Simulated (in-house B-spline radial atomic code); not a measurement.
Results of a calculation; reference values are marked as such.
## Building a PAW s channel for Zr, r_c = 2.9 bohr

Zr, [Kr] 4d2 5s2, non-relativistic PBE, spherical and spin-unpolarised, from a B-spline radial code for spherical atoms (atomic units; all potentials screened as in the neutral atom).

Two all-electron partial waves φ1, φ2 are integrated outwards at E1 = ε(5s) = -0.157082 and E2 = E1 + 1 hartree; φ1 is the bound orbital and φ2 has unit norm inside r_c = 2.8957 bohr. Smooth partners are polynomials, r^1(a0 + a1 r² + a2 r⁴ + a3 r⁶), matched to φ and three derivatives at r_c, with no condition on the norm. The local potential is -3.25257 + (0.897437) r² + (-0.102394) r⁴ + (0.00423033) r⁶ inside 2.4557 bohr and the all-electron one outside.

```tsv
wave	φ(r_c)	φ'(r_c)	a0	a1	a2	a3
1	0.5619813	0.09307972	0.02875924	0.06175379	-0.006957561	0.0002318496
2	0.2467952	-1.574335	0.8610429	-0.0328659	-0.01346143	0.0007569246
```

Inside r_c the overlaps are <φi φj> = [[0.25789, 0.45386], [0.45386, 1.00000]] and, for the smooth waves, [[0.25938, 0.56858], [0.56858, 1.96542]]. With χj = (Ej − T − V_local) applied to smooth wave j, the program's quadrature gives the matrix B_ij = <smooth i, χj> as [[0.12403, 0.67757], [0.56285, 3.48780]].

Q: Check the match of the first wave, and find the augmentation charges q_ij.

A: At r_c the four terms are 0.08328, 1.49942, -1.41653, 0.39581, which sum to 0.5620, φ1(r_c) to rounding. q_ij is the all-electron overlap less the smooth one: [[-0.00149, -0.11472], [-0.11472, -0.96542]]. The smooth first wave has a norm of 0.2594 inside r_c against 0.2579, so q11 is negative and must stay small enough for the overlap operator to be positive.

Q: B isn't symmetric. Show that D_ij = B_ij + Ej q_ij is.

A: Integrating by parts gives B12 − B21 = (E1 − E2) q12: 0.67757 − (0.56285) = 0.11472, and −1 × (-0.11472) = 0.11472. So D12 = 0.67757 + (0.842918)(-0.11472) = 0.58087 and D21 = 0.56285 + (-0.157082)(-0.11472) = 0.58087; D11 = 0.12426, D22 = 2.67403. The projectors, p = (B⁻¹)ᵀ χ, are dual to the smooth waves; det B = 0.051.

Solving (T + V_local + Σ p D p) ψ = E (1 + Σ p q p) ψ in a sphere of 9 bohr, whose wall lifts the free-atom level a little, gives these levels:

| all-electron | one projector | two projectors |
| --- | --- | --- |
| -0.155083 | -0.417800 | -7.473600 |
| 0.124661 | -0.155083 | -0.155083 |
| 0.512953 | 0.125199 | 0.124600 |
| 1.063980 | 0.511898 | 0.512845 |
| 1.765800 | 1.044400 | 1.063790 |

Q: What does the second projector gain?

A: With one projector a ghost lies below the reference level, so the set fails. With two a ghost lies below the reference level, so the set fails. The lowest eigenvalue of the overlap operator is 0.9825 with one and 0.03118 with two projectors. The smooth orbital alone needs a cutoff of 2.08 hartree for 1 millihartree of kinetic energy, against 3.48 for a norm-conserving Troullier-Martins orbital of the same radius, which is no gain while the set fails.
